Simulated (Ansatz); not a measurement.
Born–Oppenheimer molecular dynamics of C3H12OSi2 (18 atoms, charge 0, multiplicity 1). It starts from a relaxed structure.

Theory: RKS PBE-D4/STO-3G (Ansatz).

```
ensemble                      : NVE (Milne-controlled integrator)
time step                     : 0.5 fs
steps asked                   : 247
starting velocities drawn for : 1000 K
seed                          : 750203
```

First frame:

```xyz
18
Properties=species:S:1:pos:R:3
C -1.478 -1.613 0.722
Si -1.159 -0.023 1.670
C -0.748 1.375 0.464
C 0.594 1.133 -0.306
O 0.500 -0.155 -1.022
Si 1.992 -0.435 -1.867
H -2.477 -1.613 0.256
H -0.726 -1.677 -0.085
H -1.399 -2.505 1.363
H -0.029 -0.201 2.573
H -2.318 0.354 2.468
H -1.562 1.493 -0.275
H -0.660 2.336 1.005
H 1.444 1.144 0.431
H 0.775 1.990 -1.011
H 1.819 -1.711 -2.543
H 3.129 -0.500 -0.948
H 2.268 0.621 -2.841
```

How far do the bonds stretch over the last three quarters of this one trajectory? (Pairs bonded in most of those frames.)


```tsv
bond	mean (Å)	spread (Å)	shortest	longest
C1–Si2	1.894	0.051	1.80	1.98
C1–H7	1.106	0.020	1.07	1.14
C1–H8	1.108	0.032	1.05	1.17
C1–H9	1.108	0.023	1.06	1.16
Si2–C3	1.900	0.053	1.80	1.97
Si2–H10	1.473	0.077	1.35	1.58
Si2–H11	1.468	0.021	1.42	1.51
C3–C4	1.574	0.039	1.51	1.66
C3–H12	1.110	0.022	1.07	1.14
C3–H13	1.110	0.022	1.07	1.15
C4–O5	1.485	0.023	1.44	1.52
C4–H14	1.124	0.009	1.11	1.14
C4–H15	1.127	0.018	1.09	1.16
O5–Si6	1.757	0.073	1.64	1.90
Si6–H16	1.461	0.035	1.41	1.52
Si6–H17	1.467	0.019	1.43	1.50
Si6–H18	1.467	0.031	1.42	1.52
```

Mean temperature of the second half: 492 K. The conserved energy stayed within 0.014 meV per atom of its start (net change 0.0017 meV per atom), so the integration is sound. The temperature averaged 0.49 of the 1000 K drawn at the start: a run that starts near a minimum puts about half its kinetic energy into the potential. A run of 0.12 ps of so small a system gives no equilibrium averages. Limits of this set-up: minimal basis.

Time of the run: 14 min on 1 thread of Arm Neoverse V1 (shared host), peak memory 0.23 GiB.
